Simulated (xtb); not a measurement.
HKO, triplet, at the geometry of the source list (GFN-xTB shapes and energies of metal compounds can be far from the true ones) (a higher spin typed on purpose: for a closed-shell molecule this is an excited state); GFN1-xTB with ALPB(acetone) (xtb 6.7.1).

The xtb input:
```
$ xtb mol.xyz --gfn 1 --uhf 2 --alpb acetone --json

# file mol.xyz
3

K     -1.19540000    -0.72060000    -0.97020000
O      0.41450000    -0.04720000     0.31440000
H      0.78090000     0.76790000     0.65580000
```

The log (banner, timings and long lists left out):

```
   ID    Z sym.   atoms
    1   19 K      1
    2    8 O      2
    3    1 H      3

           -------------------------------------------------
          |                Calculation Setup                |
           -------------------------------------------------

           -------------------------------------------------
          |                 G F N 1 - x T B                 |
           -------------------------------------------------

      * Solvation model:               ALPB
        Solvent                        acetone
        Parameter file                 internal GFN1-xTB/ALPB
        Dielectric constant                2.0700E+01
        Reference state                gsolv [1 M gas/solution]
        Free energy shift                  1.3295E-02 Eh       8.3427E+00 kcal/mol
        Temperature                        2.9815E+02 K
        Density                            7.9000E-01 kg/L
        Solvent mass                       5.8080E+01 g/mol
        Interaction kernel             P16
        Born radius scaling (c1)           2.0185E+00
        Born radii integrator          GBOBC
        Born offset                        0.0000E+00 a0       0.0000E+00 AA
        H-bond correction              true
        Ion screening                  false
        Surface tension                    1.0000E-05 Eh       1.5569E+01 dyn/cm
        Grid points                               230 per atom

          ...................................................
          :                      SETUP                      :
          :.................................................:
          :  # basis functions                  10          :
          :  # atomic orbitals                  10          :
          :  # shells                            6          :
          :  # electrons                         8          :
          :  # halogen bonds                     0          :
          :  max. iterations                   250          :
          :  Hamiltonian                  GFN1-xTB          :
          :  restarted?                      false          :
          :  GBSA solvation                   true          :
          :  PC potential                    false          :
          :  electronic temp.          300.0000000     K    :
          :  accuracy                    1.0000000          :
          :  -> integral cutoff          0.2500000E+02      :
          :  -> integral neglect         0.1000000E-07      :
          :  -> SCF convergence          0.1000000E-05 Eh   :
          :  -> wf. convergence          0.2000000E-04 e    :
          :  Broyden damping             0.4000000          :
          :  net charge                          0          :
          :  unpaired electrons                  2          :
          ...................................................

 iter      E             dE          RMSdq      gap      omega  full diag
   1     -5.1811984 -0.518120E+01  0.728E+00    1.76       0.0  T
   2     -5.3356970 -0.154499E+00  0.295E+00    1.71       1.0  T
   3     -5.3398913 -0.419435E-02  0.151E+00    1.47       1.0  T
   4     -5.3401854 -0.294056E-03  0.349E-01    1.29       1.0  T
   5     -5.3402019 -0.165107E-04  0.256E-01    1.37       1.0  T
   6     -5.3402963 -0.943494E-04  0.131E-03    1.33      43.9  T
   7     -5.3402963 -0.116043E-08  0.537E-04    1.33     107.6  T
   8     -5.3402963 -0.446789E-10  0.986E-05    1.33     585.7  T
   9     -5.3402963 -0.382805E-11  0.357E-05    1.33    1619.4  T

   *** convergence criteria satisfied after 9 iterations ***

 transition dipole moment (au) for excitation:           4           5
     X       Y       Z
  -0.1332   0.1669  -0.0898  total (au/Debye):    0.232   0.589
 dE (eV)             :   10.246
 oscillator strength :  0.19049E-01

         :::::::::::::::::::::::::::::::::::::::::::::::::::::
         ::                     SUMMARY                     ::
         :::::::::::::::::::::::::::::::::::::::::::::::::::::
         :: total energy              -5.317968447597 Eh    ::
         :: total w/o Gsasa/hb        -5.297387779871 Eh    ::
         :: gradient norm              0.025373964953 Eh/a0 ::
         :: HOMO-LUMO gap              1.330708926897 eV    ::
         ::.................................................::
         :: SCC energy                -5.340296252591 Eh    ::
         :: -> electrostatic           0.020598132835 Eh    ::
         :: -> Gsolv                  -0.024981443635 Eh    ::
         ::    -> Gelec               -0.004400775909 Eh    ::
         ::    -> Gsasa               -0.025494853622 Eh    ::
         ::    -> Ghb                 -0.008380764782 Eh    ::
         ::    -> Gshift               0.013294950677 Eh    ::
         :: repulsion energy           0.022601628443 Eh    ::
         :: dispersion energy         -0.000273823449 Eh    ::
         :: halogen bond corr.         0.000000000000 Eh    ::
         :: add. restraining           0.000000000000 Eh    ::
         :: total charge              -0.000000000000 e     ::
         :::::::::::::::::::::::::::::::::::::::::::::::::::::

           -------------------------------------------------
          |                Property Printout                |
           -------------------------------------------------

    * Orbital Energies and Occupations

         #    Occupation            Energy/Eh            Energy/eV
      -------------------------------------------------------------
         1        2.0000           -0.8233008             -22.4032
         2        2.0000           -0.6484777             -17.6460
         3        1.6071           -0.5885937             -16.0165
         4        1.3929           -0.5877671             -15.9940
         5        1.0000           -0.2112470              -5.7483 (HOMO)
         6                         -0.1623443              -4.4176 (LUMO)
         7                         -0.1340460              -3.6476
         8                         -0.1250733              -3.4034
         9                          0.1077355               2.9316
        10                          0.3942390              10.7278
      -------------------------------------------------------------
                  HL-Gap            0.0489027 Eh            1.3307 eV
             Fermi-level           -0.3874880 Eh          -10.5441 eV

  Mulliken/CM5 charges         n(s)   n(p)   n(d)
     1K     0.03300  0.33495   0.841  0.126  0.000
     2O    -0.37521 -0.84413   1.826  4.549  0.000
     3H     0.34221  0.50918   0.658  0.000  0.000

Wiberg/Mayer (AO) data.
largest (>0.10) Wiberg bond orders for each atom

 ---------------------------------------------------------------------------
     #   Z sym  total        # sym  WBO       # sym  WBO       # sym  WBO
 ---------------------------------------------------------------------------
     1  19 K    0.388 --     3 H    0.215     2 O    0.173
     2   8 O    0.945 --     3 H    0.772     1 K    0.173
     3   1 H    0.987 --     2 O    0.772     1 K    0.215
 ---------------------------------------------------------------------------

Topologies differ in total number of bonds
Writing topology from bond orders to xtbtopo.mol

 dipole moment from electron density (au)
     X       Y       Z
   1.0235   0.6024   0.8296  total (Debye):    3.682

           -------------------------------------------------
          | TOTAL ENERGY               -5.317968447597 Eh   |
          | GRADIENT NORM               0.025373964953 Eh/α |
          | HOMO-LUMO GAP               1.330708926897 eV   |
           -------------------------------------------------

normal termination of xtb
```
